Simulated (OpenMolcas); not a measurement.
Multiplet structure of As+

```json
{
 "Program": "OpenMolcas",
 "Method": "MS-RASPT2, IPEA 0.25 Eh, imaginary shift 0.1 Eh (closed shells correlated: 3d 4s)",
 "Basis": "ANO-RCC-VQZP [7s6p4d2f1g]",
 "Scalar Hamiltonian": "DKH2, point nucleus",
 "Active space": "2 electrons in 9 orbitals (RAS2 4p; RAS3 4d 5s, at most 1 electron)",
 "State averaging": "2S+1 = 3 even, 3 roots; 2S+1 = 1 even, 6 roots; 2S+1 = 3 odd, 18 roots; 2S+1 = 1 odd, 18 roots",
 "Spin-orbit coupling": "RASSI with atomic mean-field integrals over the reference wave functions, term energies averaged over their components"
}
```

Spin-free terms above the lowest, with the occupations of the reference:

| Configuration | Term | E (cm-1) | Occupations |
| --- | --- | --- | --- |
| 4s2 4p2 | 3P | 0.0 | 4p 2.00 |
| 4s2 4p2 | 1D | 8160 | 4p 2.00 |
| 4s2 4p2 | 1S | 24400 | 4p 2.00 |
| 4s2 4p 5s | 3P* | 79020 | 4p 1.00 5s 1.00 |
| 4s2 4p 5s | 1P* | 80910 | 4p 1.00 4d 0.03 5s 0.97 |
| 4s2 4p 4d | 1D* | 85780 | 4p 1.00 4d 1.00 |
| 4s2 4p 4d | 3F* | 88390 | 4p 1.00 4d 1.00 |
| 4s2 4p 4d | 3D* | 93030 | 4p 1.00 4d 1.00 |
| 4s2 4p 4d | 3P* | 94280 | 4p 1.00 4d 1.00 |
| 4s2 4p 4d | 1P* | 103660 | 4p 1.00 4d 0.97 5s 0.03 |
| 4s2 4p 4d | 1F* | 104870 | 4p 1.00 4d 1.00 |

With spin-orbit coupling, above the lowest level:

```csv
Configuration,Term,J,E (cm-1),Measured (cm-1),Term weight %
4s2 4p2,3P,0,0.0,0.0,99
4s2 4p2,3P,1,899,1063,100
4s2 4p2,3P,2,2230,2541,98
4s2 4p2,1D,2,9940,10096,98
4s2 4p2,1S,0,26200,22599,99
4s2 4p 5s,3P*,0,79060,78731,100
4s2 4p 5s,3P*,1,79430,79128,88
4s2 4p 5s,3P*,2,81450,81509,100
4s2 4p 5s,1P*,1,82960,82819,88
4s2 4p 4d,1D*,2,86990,,84
4s2 4p 4d,3F*,2,89140,,83
4s2 4p 4d,3F*,3,89580,,98
4s2 4p 4d,3F*,4,90870,,100
4s2 4p 4d,3D*,1,93900,,90
4s2 4p 4d,3D*,2,94130,,74
4s2 4p 4d,3D*,3,95050,,98
4s2 4p 4d,3P*,2,96120,,75
4s2 4p 4d,3P*,1,96470,,91
4s2 4p 4d,3P*,0,96630,,100
4s2 4p 4d,1P*,1,105420,,99
4s2 4p 4d,1F*,3,106590,,99
```

Against the 8 measured excited levels shown (NIST Handbook of Basic Atomic Spectroscopic Data) the mean absolute deviation is 630 cm-1; the largest miss in energy is 4s2 4p2 1S0: computed 26200, measured 22599 cm-1 (+15.9 %).

Spin-orbit coupling puts the lowest level 1635 cm-1 below the lowest spin-free term.

For 3P the intervals divided by the larger J are 899.0, 665.8 cm-1. Landé's interval rule makes them equal in pure LS coupling; they differ by 30 % of their mean. The multiplet is regular.

Term energies are means over components that CASPT2 splits; among the terms shown or strongly mixed into the levels shown the widest spread is 140 cm-1 (4s2 4p 4d 1F*). ANO sets are built for valence states and can reach diffuse excited orbitals poorly, and with the s shell closed the s pⁿ⁺¹ terms that mix with these levels are absent. With the s shell closed, the reference lacks s² → p² mixing. Some terms miss by over 15 % even with CASPT2, which points to a basis or an active space too small for the shells correlated. Computed and measured levels are paired by configuration, term and J; levels that our copy of the source lacks, or whose pairing is in doubt (as where it misses far off the trend of its configuration), stay unpaired and out of the deviations. Where the source uses jj or jK labels, the order within each J decides. Only configurations of the active space appear.

The term weight is that of the spin-free term in the level, not the purity of its configuration. * marks odd parity.
